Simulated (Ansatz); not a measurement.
Reaction (redistribution): `[SiH3][SnH2][SiH3]` + `[NH2][Zn][O]CF` → `F[CH2][SnH2][SiH3]` + `[NH2][Zn][O][SiH3]`

Gas-phase electronic energies from Ansatz, PBE0-D4/def2-TZVP geometries. CCSD(T)/CBS is the MP2 limit (def2-TZVPP, def2-QZVPP) plus CCSD(T) − MP2 in def2-TZVPP, frozen cores. DFT in def2-TZVPP. B3LYP here is the variant with VWN-RPA as its local correlation; programs differ in this. def2 core potentials past Kr. For Sn, Zn outer-core shells are correlated without core-valence functions, which leaves a few kJ/mol of doubt a bond. Scalar relativity is left out up to krypton. One conformer a species, not always the lowest.

Question: Is it downhill or uphill in electronic energy at CCSD(T)/CBS, and by how much? (Estimate.)

Answer: Computed: Downhill: ΔE = -73.0 kJ/mol.

Question: What do these levels give: B3LYP-D4, MP2/def2-TZVPP, CCSD/def2-TZVPP, CCSD(T)/def2-TZVPP, MP2/def2-QZVPP, CCSD/CBS(def2)? (Estimate.)

Answer: The calculation gave: B3LYP-D4 -68.1, MP2/def2-TZVPP -79.2, CCSD/def2-TZVPP -72.4, CCSD(T)/def2-TZVPP -70.2, MP2/def2-QZVPP -81.8, CCSD/CBS(def2) -75.2 kJ/mol.

Largest T1 diagnostic among the species: 0.015.

From PBE to PBE0 (25 % exact exchange), in def2-TZVPP and without D4, ΔE moves by −3.1 kJ/mol.
